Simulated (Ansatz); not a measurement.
Geometry optimisation, RKS PBE0-D4/STO-3G in Ansatz.

Input file:

```yaml
crystal:
  periodic: [false, false, false]
  atoms:
    - { symbol: Si, position_ang: [0.0, 0.0, 0.0] }
    - { symbol: O, position_ang: [0.0, 0.0, 1.68] }
    - { symbol: H, position_ang: [-0.9095, -0.2814, 2.0171] }
    - { symbol: C, position_ang: [1.7634, 0.0, -0.6227] }
    - { symbol: H, position_ang: [2.1111, -1.0463, -0.7509] }
    - { symbol: H, position_ang: [1.8119, 0.5276, -1.5981] }
    - { symbol: H, position_ang: [2.4154, 0.5187, 0.1108] }
    - { symbol: H, position_ang: [-0.6877, 1.1914, -0.4862] }
    - { symbol: Cl, position_ang: [-1.0032, -1.7381, -0.7093] }
basis:
  gaussian: { orbitals: STO-3G }
hamiltonian:
  xc: pbe0
  dispersion: d4
relax:
  f_tol: 0.02
  max_steps: 40
output:
  orbitals: {}
```

Launched with:

```bash
$ ansatz run input.yaml --threads 1 --pin off --max-ram 2048MiB --backend cpu --events-out ev --progress --plain --runs-dir out
```

Q: Where does it end, and by what steps?

A: The forces met the threshold. The force dipped under the threshold on the way, but the program's further checks kept it going. Limits of this set-up: minimal basis. After 14 steps the energy has fallen by 0.117 eV; H5 moved furthest, 0.44 Å.

```
step  energy less start (eV)  largest force component (eV/Å)  accepted
   0                  0.0000                           0.703       yes
   1                 -0.0791                           0.335       yes
   2                 -0.0950                           0.597       yes
   3                 -0.1019                           0.231       yes
   4                 -0.1050                           0.037       yes
   5                 -0.1084                           0.269       yes
   6                 -0.0832                           0.949        no
   7                 -0.1130                           0.023       yes
   8                 -0.1129                           0.318        no
   9                 -0.1131                           0.088       yes
  10                 -0.1151                           0.085       yes
  11                 -0.1163                           0.010       yes
  12                 -0.1167                           0.031       yes
  13                 -0.1168                           0.022       yes
  14                 -0.1168                           0.006       yes
```

```xyz
9
Properties=species:S:1:pos:R:3
Si 0.006 -0.002 0.023
O 0.062 -0.321 1.682
H -0.889 -0.198 2.012
C 1.755 -0.003 -0.606
H 2.262 -0.939 -0.357
H 1.777 0.117 -1.693
H 2.321 0.821 -0.160
H -0.711 1.219 -0.292
Cl -1.082 -1.523 -0.968
```

Whether the end is a true minimum wasn't checked by a vibrational analysis.

Run time: 30 s on 1 thread of Arm Neoverse V2 (shared host), peak memory 0.14 GiB.
